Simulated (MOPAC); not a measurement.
MOPAC input (PM7):

```
PM7 FORCE THERMO(298,298) PRECISE LET CHARGE=-1 GEO-OK AUX(PRECISION=9) THREADS=1
C2H3F2

C    -1.39271964 1   -0.12641505 1   -0.06510659 1
C     0.14752202 1    0.01831836 1   -0.48297644 1
F     0.81214036 1   -0.97844527 1    0.17004249 1
F     0.62199885 1    1.10565661 1    0.19102130 1
H    -1.54066013 1   -0.15068259 1    1.00590544 1
H    -1.75898151 1   -1.04440236 1   -0.50796600 1
H    -1.91985524 1    0.71882376 1   -0.49023102 1
```

Output:

```
 *******************************************************************************
 **                                                                           **
 **                              MOPAC v23.2.5                                **
 **                                                                           **
 *******************************************************************************
 ** MOPAC's Digital Object Identifier: https://doi.org/10.5281/zenodo.6511958 **
 **                                                                           **
 ** Please cite the open-source release paper for use of this MOPAC version:  **
 ** J. E. Moussa and J. J. P. Stewart (2026)                                  **
 ** MOPAC: An open-source semiempirical molecular orbital program             **
 ** J. Open Source Softw., 11(119), 8025, https://doi.org/10.21105/joss.08025 **
 *******************************************************************************

                              PM7 CALCULATION RESULTS

 *******************************************************************************
 *  PM7        - The PM7 Hamiltonian to be used
 *  GEO-OK     - OVERRIDE INTERATOMIC DISTANCE AND OTHER SAFETY CHECKS
 *
 *
 *
 *                 CHARGE ON SYSTEM = -1
 *
 *
 *
 *  LET        - OVERRIDE SOME SAFETY CHECKS
 *  PRECISE    - TIGHTER CRITERIA TO BE USED
 *  FORCE      - FORCE CALCULATION SPECIFIED
 *  AUX        - OUTPUT AUXILIARY INFORMATION
 *  THERMO     - THERMODYNAMIC QUANTITIES TO BE CALCULATED
 *******************************************************************************
PM7 FORCE THERMO(298,298) PRECISE LET CHARGE=-1 GEO-OK AUX(PRECISION=9) THREADS=1
 C2H3F2

   ATOM   CHEMICAL          X               Y               Z
  NUMBER   SYMBOL      (ANGSTROMS)     (ANGSTROMS)     (ANGSTROMS)

     1       C         -1.39271964  *  -0.12641505  *  -0.06510659  *
     2       C          0.14752202  *   0.01831836  *  -0.48297644  *
     3       F          0.81214036  *  -0.97844527  *   0.17004249  *
     4       F          0.62199885  *   1.10565661  *   0.19102130  *
     5       H         -1.54066013  *  -0.15068259  *   1.00590544  *
     6       H         -1.75898151  *  -1.04440236  *  -0.50796600  *
     7       H         -1.91985524  *   0.71882376  *  -0.49023102  *

          CARTESIAN COORDINATES

    NO.       ATOM           X           Y           Z

     1         C         -1.3927     -0.1264     -0.0651
     2         C          0.1475      0.0183     -0.4830
     3         F          0.8121     -0.9784      0.1700
     4         F          0.6220      1.1057      0.1910
     5         H         -1.5407     -0.1507      1.0059
     6         H         -1.7590     -1.0444     -0.5080
     7         H         -1.9199      0.7188     -0.4902

 General Reference for PM7:
 "Optimization of Parameters for Semiempirical Methods VI: More Modifications to the
 NDDO Approximations and Re-optimization of Parameters", J. J. P. Stewart, J. Mol. Mod., 1:32, 19 (2013)
[...]
 REDUCED MASS        0.3733         C 1 -- C 2          +5.8% ( 21.6%)      2.6%
 EFFECTIVE MASS      1.8550
 FORCE CONSTANT      0.3842

 VIBRATION         11    5A"         ATOM PAIR     ENERGY CONTRIBUTION    RADIAL
 FREQUENCY          1327.93         C 1 -- H 5         +55.3% ( 65.7%)      0.0%
 TRANSITION DIPOLE   0.5312         C 1 -- H 6         +19.2% ( 38.7%)     12.5%
 TRAVEL (Ang.)       0.3366         C 1 -- H 7         +19.2% ( 38.7%)     12.5%
 REDUCED MASS        0.4481         C 1 -- C 2          +5.7% ( 21.1%)      0.0%
 EFFECTIVE MASS      1.6931
 FORCE CONSTANT      0.4656

 VIBRATION         12    7A'         ATOM PAIR     ENERGY CONTRIBUTION    RADIAL
 FREQUENCY          1334.85         C 1 -- H 6         +35.2% ( 55.0%)      1.9%
 TRANSITION DIPOLE   0.7450         C 1 -- H 7         +35.2% ( 55.0%)      1.9%
 TRAVEL (Ang.)       0.3546         C 1 -- H 5         +18.2% ( 39.6%)      0.0%
 REDUCED MASS        0.4017         C 1 -- C 2          +5.2% ( 21.2%)     99.5%
 EFFECTIVE MASS      2.1359
 FORCE CONSTANT      0.4217

 VIBRATION         13    8A'         ATOM PAIR     ENERGY CONTRIBUTION    RADIAL
 FREQUENCY          2708.88         C 1 -- H 5         +69.7% ( 85.9%)     99.6%
 TRANSITION DIPOLE   0.3288         C 1 -- H 7         +14.7% ( 39.5%)     84.8%
 TRAVEL (Ang.)       0.2128         C 1 -- H 6         +14.7% ( 39.5%)     84.8%
 REDUCED MASS        0.5495         C 1 -- C 2          +0.9% ( 10.0%)      0.8%
 EFFECTIVE MASS      1.4724
 FORCE CONSTANT      2.3758

 VIBRATION         14    6A"         ATOM PAIR     ENERGY CONTRIBUTION    RADIAL
 FREQUENCY          2714.82         C 1 -- H 7         +49.1% ( 72.1%)     97.9%
 TRANSITION DIPOLE   0.3348         C 1 -- H 6         +49.1% ( 72.1%)     97.9%
 TRAVEL (Ang.)       0.2223         C 1 -- C 2          +1.0% ( 10.0%)      0.0%
 REDUCED MASS        0.5025         C 1 -- H 5          +0.9% (  9.7%)      0.0%
 EFFECTIVE MASS      1.4717
 FORCE CONSTANT      2.1820

 VIBRATION         15    9A'         ATOM PAIR     ENERGY CONTRIBUTION    RADIAL
 FREQUENCY          2788.79         C 1 -- H 7         +35.9% ( 57.5%)     97.9%
 TRANSITION DIPOLE   0.3951         C 1 -- H 6         +35.9% ( 57.5%)     97.9%
 TRAVEL (Ang.)       0.2701         C 1 -- H 5         +28.1% ( 50.8%)     97.1%
 REDUCED MASS        0.3315         C 1 -- C 2          +0.1% (  3.2%)     92.5%
 EFFECTIVE MASS      1.0871
 FORCE CONSTANT      1.5192

      SYMMETRY NUMBER FOR POINT-GROUP Cs  =  1

          SYSTEM IS A GROUND STATE

 C2H3F2

          MOLECULE IS NOT LINEAR

          THERE ARE 15 GENUINE VIBRATIONS IN THIS SYSTEM
          THIS THERMODYNAMICS CALCULATION IS LIMITED TO
          MOLECULES WHICH HAVE NO INTERNAL ROTATIONS

                    CALCULATED THERMODYNAMIC PROPERTIES
                                          *
   TEMP. (K)   PARTITION FUNCTION   H.O.F.    ENTHALPY  HEAT CAPACITY ENTROPY
                                   KCAL/MOL   CAL/MOLE    CAL/K/MOL  CAL/K/MOL

 298.00  VIB.     0.3090D+01                  1062.8556     8.3304     5.8088
         ROT.     0.3935D+05                   888.2803     2.9808    24.0057
         INT.     0.1216D+06                  1951.1359    11.3112    29.8145
         TRA.     0.5071D+27                  1480.4672     4.9680    38.4336
         TOT.                     -110.800    3431.6031    16.2792    68.2482

   *: NOTE: HEATS OF FORMATION ARE RELATIVE TO THE
            ELEMENTS IN THEIR STANDARD STATE AT 298K
              (=  Standard Enthalpy of Formation).

            Hvib:  Zero-point energy is not included.
                   frequencies of less than zero cm-1 are not included.
            Hrot = (3/2)RT
            Htra = (3/2)RT + pV = (5/2)RT

            Heat capacity is Cp, not Cv

          For more information, see: HTTP://OpenMOPAC.net/Manual/thermochemistry.html

           FORCE CONSTANT IN CARTESIAN COORDINATES (Millidynes/A)

    ATOM   CHEMICAL       X               Y               Z
   NUMBER   SYMBOL  FORCE CONSTANT  FORCE CONSTANT  FORCE CONSTANT

      1       C        4.323422        6.515848        6.486533
      2       C        4.029599        6.866278        6.612696
      3       F        1.292014        5.868892        0.638253
      4       F        1.291983        1.191332        5.315845
      5       H        1.230942        1.689943        2.510224
      6       H        1.024450        1.043346        3.390427
      7       H        1.024471        3.803686        0.630066

 **********************
 *                    *
 * JOB ENDED NORMALLY *
 *                    *
 **********************

 == MOPAC DONE ==
```

The dipole moment of an ion depends on the origin.
